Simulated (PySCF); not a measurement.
**Potential energy of CeN along the bond**

Set-up: Ce x2c-SVPall, N x2c-SVPall; spin-free X2C with a Gaussian nucleus (PySCF 2.14). Energies in eV from Ce (4f1 5d1 6s2) + N in their ground configurations at the same level. State: doublet, about 1.4 electrons in the 4f shell (Mulliken), real f orbitals that mix terms.

All columns are PBE0. A positive dipole means Ce(−)N(+).

| R (Å) | E (eV) | μ (D) | Mulliken charge on Ce (basis-dependent) | HOMO (eV) | LUMO (eV) | Mayer bond order | ⟨S²⟩ |
| --- | --- | --- | --- | --- | --- | --- | --- |
| 1.507 | -4.208 | -5.38 | 0.13 | -1.79 | -1.17 | 3.17 | 0.75 |
| 1.577 | -5.321 | -5.99 | 0.15 | -2.25 | -1.29 | 3.16 | 0.75 |
| 1.647 | -5.934 | -6.55 | 0.18 | -2.70 | -1.41 | 3.15 | 0.75 |
| 1.699 | -6.153 | -6.94 | 0.20 | -3.04 | -1.50 | 3.15 | 0.75 |
| 1.752 | -6.216 | -7.29 | 0.23 | -3.37 | -1.59 | 3.15 | 0.75 |
| 1.805 | -6.154 | -7.60 | 0.25 | -3.70 | -1.68 | 3.14 | 0.75 |
| 1.875 | -5.926 | -7.93 | 0.28 | -4.11 | -1.79 | 3.14 | 0.75 |
| 1.962 | -5.473 | -8.22 | 0.31 | -4.27 | -1.92 | 3.14 | 0.75 |
| 2.067 | -4.778 | -8.40 | 0.34 | -4.21 | -2.07 | 3.13 | 0.75 |
| 2.208 | -3.735 | -8.42 | 0.37 | -4.18 | -2.24 | 3.11 | 0.76 |

A fit through these points gives, at Re = 1.750 Å, μ = -7.28 D and dμ/dR = -6.27 D/Å; the reduced mass is 12.73 u.

Question: How strong is the fundamental in the double-harmonic approximation, I = 42.26·(dμ/dR)²/μred km/mol?

Answer: I = 42.26·(-6.27)²/12.73 = 131 km/mol at PBE0.

Spin–orbit coupling is left out, which matters for elements this heavy, above all for dissociation energies. With d or f electrons several states lie close, and the lowest PBE0 determinant need not be the measured ground state.
